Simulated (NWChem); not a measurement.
System: Al2, triplet; SMILES [Al][Al]

```xyz
2

Al     0.0000     0.0000    -1.2411
Al     0.0000     0.0000     1.2411
```
Atoms are numbered in this order, from 1.

Level: PBE0/def2-SVP, spin-unrestricted (NWChem), optimised geometry, unscaled harmonic frequencies. 

```tsv
frequency (cm⁻¹)	IR intensity (km/mol)
348	0.0
```

```json
{
 "zero_point_energy": "0.5 kcal/mol",
 "thermal correction to the enthalpy at 298.15 K (with zero-point energy)": "2.8 kcal/mol",
 "heat capacity Cv": "6.5 cal/(mol K)",
 "dipole_moment": "0.00 D"
}
```

Rigid rotor and harmonic oscillator.
